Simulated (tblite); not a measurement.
Species: C₃H₉FO₂Si₂.
SMILES with atom numbers: `[F:1][SiH2:2][C@@H:3]1[CH2:4][C@@H:5]([O:6][SiH3:7])[O:8]1` (hydrogens: H9, H10 on Si2; H11 on C3; H12, H13 on C4; H14 on C5; H15, H16, H17 on Si7)

A start from a force field or distance geometry was refined with tblite 0.8.0, GFN2-xTB geometry optimisation, gas phase. Values at the start:

| coordinate | start |
| --- | --- |
| F1–Si2 | 1.677 Å |
| Si2–C3 | 1.878 Å |
| Si2–H9 | 1.488 Å |
| Si2–H10 | 1.459 Å |
| C3–C4 | 1.505 Å |
| C3–O8 | 1.385 Å |
| C3–H11 | 1.106 Å |
| C4–C5 | 1.495 Å |
| C4–H12 | 1.125 Å |
| C4–H13 | 1.096 Å |
| C5–O6 | 1.401 Å |
| C5–O8 | 1.403 Å |
| C5–H14 | 1.092 Å |
| O6–Si7 | 1.717 Å |
| Si7–H15 | 1.489 Å |
| Si7–H16 | 1.448 Å |
| Si2–C3–C4 | 113.1° |
| Si2–C3–O8 | 113.8° |
| C3–C4–C5 | 82.0° |
| C3–O8–C5 | 89.7° |
| C4–C5–O6 | 111.2° |
| C4–C5–O8 | 90.4° |
| C5–O6–Si7 | 107.3° |
| O6–C5–O8 | 106.2° |

Task: How do these coordinates change at the GFN2-xTB level?

Result: 
```csv
coordinate,GFN2-xTB (Å or °),change
O6–Si7,1.637,-0.080
C3–O8,1.454,+0.069
F1–Si2,1.614,-0.063
C4–C5,1.534,+0.039
C4–H12,1.087,-0.038
C5–O6,1.364,-0.037
Si2–H9,1.455,-0.033
C3–C4,1.535,+0.030
Si2–C3,1.901,+0.023
Si7–H15,1.467,-0.022
C5–O8,1.419,+0.016
C3–H11,1.096,-0.010
C4–H13,1.087,-0.009
C5–H14,1.101,+0.009
Si2–H10,1.452,-0.007
Si7–H16,1.455,+0.007
C5–O6–Si7,122.9,+15.6
O6–C5–O8,113.4,+7.2
Si2–C3–C4,118.2,+5.1
Si2–C3–O8,108.7,-5.1
C4–C5–O6,116.1,+4.9
C3–C4–C5,84.8,+2.8
C3–O8–C5,92.2,+2.5
C4–C5–O8,92.2,+1.8
```

The energy falls by 113.8 kJ/mol over 193 L-BFGS steps, the largest force on an atom goes from 3.38 to 0.008 eV/Å, and the atoms move by 1.173 Å rms after alignment. The bond that changes most is O6–Si7 (silyl ether oxygen to oxygen-bound silicon), which shortens by 0.080 Å. Bonds longer at the end by more than 0.005 Å: 7 of 17; shorter: 10. Among the dihedrals that turn most is H14–C5–O6–Si7, from 0° to -137°. Rotational constants go from 5414, 576.2, 550.0 to 4436, 610.7, 596.0 MHz.

Its GFN2-xTB frequencies are all real (lowest 34 cm⁻¹). One conformer, not necessarily the lowest. 3 starts were optimised and ended at 0.00, 0.00 and 0.02 kcal/mol (GFN2-xTB); the lowest of these is shown.

These are computed values.
